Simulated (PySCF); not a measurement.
**Core-level binding energies of `CCC/C([SiH3])=C\[SiH3]`**

Species: C₅H₁₄Si₂.
Structure used (PBE0-D3(BJ)/def2-SVP), in Å, numbered top down from 1:
```
atom  x, y, z in Å
C1    -1.9645   -1.4372    0.3618
C2    -1.8613   -0.6288   -0.9208
C3    -0.4249   -0.2442   -1.2842
C4     0.2513    0.6289   -0.2598
Si5   -0.5775    2.2642    0.1934
C6     1.4077    0.2947    0.3499
Si7    2.3791   -1.2930    0.0812
H8    -1.5645   -0.8786    1.2226
H9    -1.3895   -2.3742    0.2864
H10   -3.0083   -1.7013    0.5880
H11   -2.4778    0.2847   -0.8376
H12   -2.2926   -1.1986   -1.7602
H13   -0.4345    0.2953   -2.2485
H14    0.1649   -1.1629   -1.4553
H15   -1.7896    2.0465    1.0448
H16    0.3908    3.1112    0.9511
H17   -1.0220    2.9856   -1.0410
H18    1.8331    1.0049    1.0724
H19    2.8415   -1.4331   -1.3356
H20    1.5671   -2.5051    0.4153
H21    3.5809   -1.2717    0.9688
```

Computed, not measured: delta-SCF UKS SCAN, pcX-2 on the ionised atom, pcseg-1 elsewhere, spin-free X2C (PySCF 2.14.0). Vertical ΔSCF values, vacuum level as zero.

Q: List the computed XPS lines with their assignment.

A: 
```csv
atom(s),environment,level,binding energy (eV),2p1/2 (eV),above the level's lowest (eV),count
Si5,SiH3 silicon,Si 1s,1846.25,–,+0.03,1
Si7,SiH3 silicon,Si 1s,1846.22,–,0.00,1
C3,allylic carbon,C 1s,290.60,–,+0.91,1
C2,chain CH2 carbon,C 1s,290.59,–,+0.90,1
C1,methyl carbon,C 1s,290.48,–,+0.79,1
C4,fully substituted alkene carbon,C 1s,290.05,–,+0.36,1
C6,alkene CH carbon,C 1s,289.69,–,0.00,1
Si5,SiH3 silicon,Si 2p3/2,106.48,107.11,+0.03,1
Si7,SiH3 silicon,Si 2p3/2,106.45,107.07,0.00,1
```

The listed C 1s values span 0.91 eV, from C6 (bonded to C (double bond), H and Si) to C3 (bonded to 2 C and 2 H). The values 290.59 and 290.60 eV lie too close for their order to be trusted.

The 2 Si 1s values lie within 0.03 eV of each other; Gaussian lines of 0.5 eV full width would blend them into one maximum.

The 2 Si 2p3/2 values lie within 0.03 eV of each other.

Q: Which effective nuclear charge Zeff reproduces each element's mean 1s value in the hydrogen-like formula E = 13.606 eV × Zeff²?

A: C (Z = 6): mean 290.3 eV, Zeff = 4.62, Z − Zeff = 1.38; Si (Z = 14): mean 1846.2 eV, Zeff = 11.65, Z − Zeff = 2.35. Means run over the listed sites, weighted by atom count.

Q: What is the longest wavelength that can ionise Si 2p3/2 of Si5 vertically?

A: λ = hc/E = 12398.42 eV Å / 106.48 eV = 116.439 Å.

For 2p shells one spin-free hole was relaxed; a mean-field spin–orbit operator and the ground-state splitting of the three 2p orbitals were then diagonalised within the shell. The shell's mean is (2 × 2p3/2 + 2p1/2)/3, and the degeneracies 2j + 1 give areas of 2:1. 2p1/2 minus 2p3/2 (ligand field included): Si 0.62 eV. The structure is a single PBE0-D3(BJ)/def2-SVP conformer in the gas phase; no vibrational or solvent corrections.

Hardware: one thread of an Arm Neoverse N1, shared host with 64 logical CPUs at a one-minute load of 59. Cost: 5.6 min wall, 0.69 GiB resident at most.
